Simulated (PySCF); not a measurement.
A structure optimised at PBE-D3(BJ)/def2-SVP, used in a PySCF frequency run:

```xyz
11

C      0.3221     2.4841     0.0000
C      0.7180     1.1945     0.0000
C     -0.2815     0.0814     0.0000
O     -1.4938     0.2855     0.0000
Si     0.2932    -1.7843     0.0000
H     -0.7566     2.7145     0.0000
H      1.0394     3.3190     0.0000
H      1.7866     0.9208     0.0000
H      1.7912    -1.9505     0.0000
H     -0.2837    -2.4337    -1.2255
H     -0.2837    -2.4337     1.2255
```

Problem. Write its SMILES, formula and point group.

Solution. C=CC(=O)[SiH3], C₃H₆OSi, Cs

Problem. What are its rotational constants (standard atomic weights)?

Solution. 8.7606, 2.2945, 1.8588 GHz
